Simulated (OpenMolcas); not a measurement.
Tm3+ with 6 ligands (chloride) in octahedral coordination (Oh) at 2.64 Å. A charge of +0.5 e stands 2.4 Å behind each ligand. Ligand basis ANO-RCC-VDZP.
```
Tm    0.0000    0.0000    0.0000
Cl    2.6400    0.0000    0.0000
Cl    0.0000    2.6400    0.0000
Cl   -2.6400    0.0000    0.0000
Cl    0.0000   -2.6400    0.0000
Cl    0.0000    0.0000    2.6400
Cl    0.0000    0.0000   -2.6400
```

```json
{
 "Program": "OpenMolcas 26.06",
 "Method": "CASSCF",
 "Basis": "ANO-RCC-VDZP [7s6p4d2f1g]",
 "Scalar Hamiltonian": "DKH2, point nucleus",
 "Active space": "12 electrons in 7 orbitals (4f)",
 "State averaging": "2S+1 = 3 even, 21 roots; 2S+1 = 1 even, 27 roots kept (CI in the orbitals of an earlier block)",
 "Spin-orbit coupling": "state interaction with AMFI integrals over the reference wave functions"
}
```

Problem. What is the spin-free ground state (labels of O, the rotations of Oh)?

Solution. 3T1, 3-fold in its orbital part; it has the highest spin that f12 allows.

Problem. Where is the first state of the same spin?

Solution. 3E at 43.1 cm-1 above the ground state.

Problem. What are the lowest two levels with spin-orbit coupling?

Solution. A 1-fold level A1, then a 3-fold level T1 22.2 cm-1 above it. Their leading multiplicities are 3 (99 %) and 3 (99 %).

Problem. What is χT at 300 K, and how does it compare with the textbook value?

Solution. Hund's rules give f12 the level 3H6 with g = 1.167, so an isolated free-ion multiplet has χT = g² J(J+1) / 8 = 7.146 cm3 K/mol. The computed 7.092 at 300 K differs by -1 %, through the field's splitting, the mixing of terms and any other multiplet in reach.

Without dynamic correlation the ligand-field splitting of an f shell can come out too small, at times by half. The first state left out of the spin-orbit step lies near 82000 cm-1 above the lowest spin-free state of the reference (among the parities and spins computed), and the lists stop at four fifths of that energy or lower. No measured value stands beside these numbers; the geometry was imposed, not optimised, and the real ion may take another.
